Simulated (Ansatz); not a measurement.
(ClInSe)3 ring (In₃Se₃Cl₃): single points at one geometry.

```yaml
crystal:
  periodic: [false, false, false]
  atoms:
    - {symbol: In, position_ang: [-2.248102, 0.180626, -0.279047]}
    - {symbol: Cl, position_ang: [-4.590325, 0.370045, -0.570122]}
    - {symbol: Se, position_ang: [-1.337564, -1.827962, -1.520047]}
    - {symbol: In, position_ang: [1.131013, -1.712590, -0.975855]}
    - {symbol: Cl, position_ang: [2.313360, -3.492970, -1.995232]}
    - {symbol: Se, position_ang: [2.697226, -0.220470, 0.338817]}
    - {symbol: In, position_ang: [1.114741, 1.525658, 1.262411]}
    - {symbol: Cl, position_ang: [2.277949, 3.124342, 2.565675]}
    - {symbol: Se, position_ang: [-1.358287, 2.053312, 1.173399]}
basis:
  gaussian: {orbitals: def2-SVP, initial_orbitals: start.molden}
correlation: {method: ccsd_t}
scf: {omitted_lower_state_checks: [starts]}
output: {orbitals: {seedname: orbitals}}
```

The file start.molden holds the orbitals of an earlier run on this structure, at another level or in another basis.

```sh
$ ansatz run in.yaml --threads 2 --pin off --events-out ev --progress --plain --max-ram 31744MiB --backend cuda --devices 0, --max-vram 18GiB
```

It prints (some lines left out):

```
Functional definition: HF
2412 factors; integrals over basis functions are off by at most 2.7e-4 eV
mean field evaluation 1: about -248839.3163 eV, gradient 4.7e1 eV
mean field evaluation 2: about -248841.3202 eV, gradient 2.4e0 eV
mean field evaluation 4: about -248841.7322 eV, gradient 1.5e0 eV
mean field evaluation 8: about -248841.7404 eV, gradient 8.7e-4 eV
mean field evaluation 16: about -248820.4465 eV, gradient 9.8e0 eV
mean field -248841.74035669 eV, -9144.7652871186 hartree, gradient 1.5e-6 eV, S^2 0.000000; 0 other end points of the search recorded, 0 dependent functions left out
54 core orbitals not correlated: weight in the atoms' cores, before any rotation towards them, 1.000 or more for the frozen orbitals, at most 0.000 for the correlated occupied ones
reference -248841.74035669 eV, -9144.7652871186 hartree; 54, 54 occupied and 120, 120 virtual orbitals, 2412 factors
second order -35.75474725 eV of doubles, -0.00000000 eV of singles
cycle   1  -35.86260297 eV  change   -1.1e-1 eV  update   1.5e-1
cycle   2  -36.72092030 eV  change   -8.6e-1 eV  update   4.3e-2
cycle   3  -36.87709157 eV  change   -1.6e-1 eV  update   2.6e-2
cycle   4  -36.84345843 eV  change    3.4e-2 eV  update   6.3e-3
cycle   5  -36.84286500 eV  change    5.9e-4 eV  update   2.6e-3
cycle   6  -36.84276884 eV  change    9.6e-5 eV  update   8.2e-4
cycle   7  -36.84211084 eV  change    6.6e-4 eV  update   3.0e-4
cycle   8  -36.84213837 eV  change   -2.8e-5 eV  update   1.1e-4
perturbative correction -1.19264466 eV, -0.0438288827 hartree
Total energy: -248879.77513971 eV, -9146.1630396138 hartree
Checks for a lower state left out: starts
```

It took 6.5 s on 2 threads of AMD EPYC 7R13 on a shared host and a share (18 GiB) of an NVIDIA H100 80GB HBM3, peak host memory 0.87 GiB.

First input, but with `gaussian: {orbitals: def2-TZVP, fitting: {mean_field: def2-universal-jkfit}, initial_orbitals: start.molden}`, `hamiltonian: {xc: r2scan, dispersion: d4}`, `output: {forces: true, orbitals: {seedname: orbitals}}` and without the key `correlation` (abridged; 2.6 s):

```
Functional definition: r2SCAN
mean field -249153.96392626 eV, -9156.2392916675 hartree, gradient 1.5e-5 eV, S^2 0.000000
Total energy: -249154.10613577 eV, -9156.2445177707 hartree
Atom 0 force    -0.219600     0.029459    -0.029962 eV/Å
Atom 1 force     0.483866    -0.039981     0.061303 eV/Å
Atom 2 force     0.233868     0.315796     0.272942 eV/Å
Atom 3 force     0.120700    -0.160210    -0.101439 eV/Å
Atom 4 force    -0.245645     0.366769     0.211971 eV/Å
Atom 5 force    -0.483004     0.035121    -0.055620 eV/Å
Atom 6 force     0.118164     0.156331     0.114170 eV/Å
Atom 7 force    -0.240516    -0.333092    -0.267754 eV/Å
Atom 8 force     0.232167    -0.370192    -0.205611 eV/Å
Dipole moment:    -0.002770    -0.005103     0.004465 e Å
Checks for a lower state left out: starts
```

First input, but with `hamiltonian: {xc: {text: "exchange = 0.50*pbe_x + 0.50*exact_x\ncorrelation = pbe_c"}}` and without the key `correlation` (abridged; 18 s, on the CPU threads alone):

```
Functional definition: unnamed
mean field -249088.16994018 eV, -9153.8214072759 hartree, gradient 1.1e-5 eV, S^2 0.000000
Total energy: -249088.16997116 eV, -9153.8214084143 hartree
Checks for a lower state left out: starts
```

Geometry: PBE-D4/def2-SVP.

In the def2 sets In takes a core potential; there is no spin–orbit coupling. Correlated methods freeze 54 core orbitals; core or outer-core shells of In, Se are correlated, in sets that lack core-valence functions. Single mean-field runs in def2-TZVP are fitted with def2-universal-jkfit.
